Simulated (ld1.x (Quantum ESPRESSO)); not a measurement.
## Sm: one change to a TM potential, before and after

| Item | Value |
| --- | --- |
| Element | Sm |
| Generator | ld1.x (Quantum ESPRESSO) 7.5 |
| Type | norm-conserving Troullier–Martins (Kleinman–Bylander form) |
| Functional | PBEsol |
| Relativity | scalar-relativistic |
| Frozen core | [Kr] 4d10 4f5 |
| Valence charge | 11 |
| Reference configuration | 5s2 5p6 5d1 6s0 6p0 (charge +2) |
| Partial waves | 5s (bound): rc 1.55 bohr; 5p (bound): rc 1.95 bohr; 5d (bound): rc 3.25 bohr |
| Local potential | all-electron potential smoothed inside 3.05 bohr (lloc = -1) |
| Core correction | none |

All-electron outer shells of the reference configuration (PBEsol, scalar-relativistic, ld1.x):

```tsv
shell	level (eV)	outermost node (bohr)	outermost maximum (bohr)
5s	-60.21	0.68	1.25
5p	-39.42	0.73	1.42
4f	-21.46	–	0.61
5d	-15.10	0.83	1.94
6s	-14.47	1.65	3.15
6p	-10.35	1.93	3.85
```

Change: wave 5s (bound): rc 1.55 bohr becomes 5s (bound): rc 1.12 bohr.

Cutoffs: the cutoffs (Ry, on a coarse ladder) from which the occupation-weighted sum of valence levels, in a spherical-Bessel basis at the reference potential, stays within 10 and 1 mRy of its value at 400 Ry; they do not see the model core or the augmentation charge, which bear on the density cutoff. Errors are all-electron minus pseudo energies relative to the spin-unpolarised reference configuration.

Question: What does the change do?

Answer: The potential gets harder (55 Ry and 100 Ry → 110 Ry and 200 Ry); the errors of the 7 common tests hardly move; neither file shows a bound ghost. A smaller radius makes the pseudo-wave follow the all-electron one further in, where it bends more sharply, so more plane waves are needed.

| quantity | base | changed |
| --- | --- | --- |
| cutoff, loose | 55 Ry | 110 Ry |
| cutoff, tight | 100 Ry | 200 Ry |
| loose cutoff by channel (10 mRy a level) | s 50 Ry, p 25 Ry, d 12 Ry | s 100 Ry, p 25 Ry, d 12 Ry |
| bound ghosts | none | none |
| error for 5s2 5p6 5d1 6s2 6p0, meV [ΔE -18.20 eV] | +878 | +847 |
| error for 5s2 5p6 5d1 6s1 6p0, meV [ΔE -11.72 eV] | +628 | +609 |
| error for 5s2 5p6 5d0 6s0 6p0, meV [ΔE 19.66 eV] | -21 | -21 |
| error for 5s2 5p6 5d1 6s1 6p1, meV [ΔE -15.45 eV] | +471 | +459 |
| error for 5s1 5p6 5d1 6s2 6p0, meV [ΔE 33.99 eV] | +2365 | +2188 |
| error for 5s2 5p6 5d2 6s0 6p0, meV [ΔE -10.98 eV] | -11 | -11 |
| error for 5s2 5p6 5d0 6s2 6p1, meV [ΔE -16.15 eV] | +1216 | +1156 |
| s: phases at 3.55 bohr within 0.05 rad from the reference energy up to (Ry; the scan ends near 5) | -1.6 | -1.6 |
| p: phases at 3.55 bohr within 0.05 rad from the reference energy up to (Ry; the scan ends near 5) | -0.9 | -0.9 |
| d: phases at 3.55 bohr within 0.05 rad from the reference energy up to (Ry; the scan ends near 5) | 0.4 | 0.4 |
